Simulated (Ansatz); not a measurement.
Consider the hydrogenolysis of the Si–F bond: `O[SiH2][SiH](O)F` + H₂ → `O[SiH2][SiH2]O` + H–F.

Program: Ansatz. Geometries: PBE0-D4/def2-TZVP. ΔE: electronic, gas phase. CCSD(T)/CBS adds triple-zeta CCSD(T) − MP2 to the extrapolated MP2 energy (def2 sets, frozen cores). This one scheme is used for every species. Functionals use def2-TZVPP. B3LYP here is the variant with VWN-RPA as its local correlation; programs differ in this. Each species was taken in one conformer, which may not be the lowest.

CCSD(T)/CBS gives +31.3 kcal/mol.

(1) Another level gave +29.6 kcal/mol. Which?
A. r2SCANh-D4/def2-TZVPP
B. B3LYP/def2-TZVPP
C. CCSD/def2-TZVPP
D. revPBE/def2-TZVPP

Largest T1 diagnostic among the species: 0.012.

## Answers

(1) D. revPBE 29.6, CCSD/def2-TZVPP 30.7, r2SCANh-D4 32.8, B3LYP 31.8 kcal/mol.

At CCSD(T), def2-SVP lies −3.3 kcal/mol from the extrapolated value and def2-TZVPP −0.3 kcal/mol. From r2SCAN to r2SCAN0 (25 % exact exchange), in def2-TZVPP and without D4, ΔE moves by −1.1 kcal/mol.
